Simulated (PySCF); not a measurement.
Rotational lines of InCl

Lines J+1 ← J of the vibrational ground state, computed from RHF-CCSD(T) constants of InCl, ¹Σ⁺ (singlet), closed shell (In def2-SVPD with ECP28, Cl def2-SVPD; scalar-relativistic core potentials (PySCF 2.14); masses 114.9039 and 34.9689 u), in MHz:

```json
{"J": "0", "ν (MHz)": "6127.7"}
{"J": "1", "ν (MHz)": "12255.3"}
{"J": "2", "ν (MHz)": "18382.9"}
{"J": "3", "ν (MHz)": "24510.3"}
{"J": "4", "ν (MHz)": "30637.6"}
```

Question: Find B0 and the effective bond length r0; with αe = 0.000463 cm⁻¹, find Re.

Answer: ν = 2B0(J+1) − 4D(J+1)³ gives B0 = 0.10220 cm⁻¹. With the reduced mass μred = 26.810 u, r0 = √(16.8576/(μred·B0)) (u, cm⁻¹, Å) = 2.4804 Å. Be = B0 + αe/2 = 0.10243 cm⁻¹ gives Re = 2.478 Å.

Correlated steps freeze 9 core orbitals. Correlated levels converge slowly with the basis: in double zeta they bind strong bonds too weakly, by up to about 1 eV, and carry superposition errors of some tenths. Spin–orbit coupling is left out, which matters for elements this heavy, above all for dissociation energies. Where the molecule has an RHF reference, its open-shell atoms are computed with UHF.
